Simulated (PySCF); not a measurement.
Species: C₄H₉NSi₂.
SMILES with atom numbers: `[N:1]#[C:2][C@@H:3]1[CH2:4][CH2:5][SiH2:6][SiH2:7]1`

Cartesian coordinates in Å at the PBE0-D3(BJ)/def2-SVP level; atoms count from 1:
```xyz
16
C4H9NSi2 angstrom
N     -1.5791   -0.7095    2.5179
C     -1.3230   -0.4283    1.4227
C     -0.9434   -0.0631    0.0705
C      0.2079   -0.9539   -0.4532
C      1.5059   -0.7386    0.3331
Si     1.9244    1.1223    0.3559
Si    -0.3083    1.7718    0.0538
H     -1.8307   -0.1561   -0.5757
H      0.3635   -0.7072   -1.5176
H     -0.0986   -2.0128   -0.4213
H      2.3269   -1.3387   -0.0883
H      1.3698   -1.0725    1.3761
H      2.5705    1.5715    1.6238
H      2.7894    1.5108   -0.8007
H     -0.6026    2.3522   -1.2926
H     -0.9699    2.5871    1.1115
```

NICS is the negative of the GIAO shielding at a point without a nucleus: at the ring centre (0) and 1 Å above and below it (1); zz is the component along the ring normal. Level: GIAO HF/pcSseg-1 (PySCF, non-relativistic, gas phase) on the PBE0-D3(BJ)/def2-SVP geometry, one conformer.

Ring bond lengths (Å): C3–C4 1.547, C4–C5 1.533, C5–Si6 1.908, Si6–Si7 2.345, Si7–C3 1.942.

Give the NICS values of each ring in ppm.

```
            ring                                                type  NICS(0)  NICS(1), two faces  NICS(1)zz, two faces  rms pucker (Å)  centre to ring atoms, mean (Å)
C3–C4–C5–Si6–Si7  5-membered ring with 2 Si; formal bonds all single     -4.4         -4.1 / -3.9           -2.4 / -1.4            0.21                            1.53
```

What do they say, and how far can they be read as aromaticity?

- C3–C4–C5–Si6–Si7: mean NICS(1)zz -1.9 ppm, near zero. C3, C4, C5, Si6, Si7 have four or more neighbours, and the NICS criterion for π rings isn't applied.

What is the mean of the two in-plane components of NICS at the second NICS(1) probe listed for ring C3–C4–C5–Si6–Si7, 1 Å off the ring?

The isotropic value is a third of the trace: (3 × -3.9 − (-1.4))/2 = -5.1 ppm.

Give the inner angles of the rings.

- C3–C4–C5–Si6–Si7: C3 107.3°, C4 112.1°, C5 109.2°, Si6 93.4°, Si7 92.8°; sum 514.8° against 540° for a flat convex ring.

How do the values depend on the level or the medium?

```csv
level,"NICS(0), C3–C4–C5–Si6–Si7","mean NICS(1)zz, C3–C4–C5–Si6–Si7"
"HF/pcSseg-1, gas",-4.4,-1.9
"PBE0/pcSseg-1, gas",-4.8,-2.5
"PBE0/pcSseg-1, IEF-PCM dichloromethane",-4.7,-2.5
"PBE0/pcSseg-1, IEF-PCM dimethylsulfoxide",-4.7,-2.5
```

The geometry is the same throughout; the continuum's cavity takes Bondi-type radii × 1.2.
